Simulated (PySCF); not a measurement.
Unknowns

PySCF 2.14 calculation with shieldings: GIAO PBE0/pcSseg-1 and geometry from GFN2-xTB; in vacuum, a single conformation, no relativistic terms, one averaged value for each set of equivalent atoms.

References, each an isolated molecule treated in the same way: ¹H (31.72 ppm), ¹³C (186.93 ppm) against TMS. Splittings of carbon signals by F and P are missing where no couplings were computed. Where no couplings were computed, multiplicities follow the n + 1 count of equivalent neighbours, and m marks all less simple cases (inequivalent or close neighbours, rings, F or P nearby). Shifts are as computed. Against solution values, carbons near 30 ppm lie about +3 ppm off and those near 130 ppm about +5 ppm. Of 1211 compounds with measured shifts, 218 miss one by over three times the rms of a fit or turn the order of signals round; such compounds aren't used in these exercises.

Problem. C$_{5}$H$_{11}$PSi. ¹H NMR (300 MHz, computed): δ 3.87 (m, 3H), 2.51 (m, 6H), 0.15 (m, 2H). ¹³C{¹H} NMR (computed): δ 134.0 (C), 17.8 (CH2), 15.0 (CH3). Identify the compound.

Solution. `C1(C)=C(C)P1C[SiH3]`. 3 carbon signals for 5 carbons: some carbons are equivalent by symmetry or fast rotation. Carbon types of the structure: 2 × C, 1 × CH2, 2 × CH3, leaving 3 H on heteroatoms. δC 134.0: fully substituted alkene carbon; as expected for a trigonal carbon in a double bond. δC 15.0: allylic methyl carbon; a saturated carbon with 1 carbon neighbour and no heteroatom attached. δH 2.51: hydrogen on an allylic methyl carbon; allylic position. δH 0.15: hydrogen on an sp3 CH2 bonded to P and Si; an electropositive neighbour shields it, as in TMS itself.

The data come from this structure; uniqueness wasn't tested.

Problem. C$_{7}$H$_{15}$P. ¹H NMR (600 MHz, computed): δ 1.50 (m, 4H), 1.30 (m, 6H), 0.68 (m, 2H), 0.28 (m, 2H), 0.10 (m, 1H). ¹³C{¹H} NMR (computed): δ 31.4 (CH2), 14.7 (CH), 13.4 (CH3), 4.1 (CH2). Give a structure.

Solution. SMILES CCP(CC)C1CC1. 4 carbon signals for 7 carbons: some carbons are equivalent by symmetry or fast rotation. Carbon types of the structure: 1 × CH, 4 × CH2, 2 × CH3, which accounts for all hydrogens. δC 14.7, 4.1: three-membered-ring carbon; carbons of three-membered rings are unusually shielded. δC 13.4: methyl carbon; a saturated carbon with 1 carbon neighbour and no heteroatom attached. δH 1.30: hydrogen on a methyl carbon. δH 0.68, 0.28, 0.10: hydrogen on a three-membered-ring carbon; cyclopropane-type protons are shielded by the ring.

The data come from this structure; uniqueness wasn't tested.
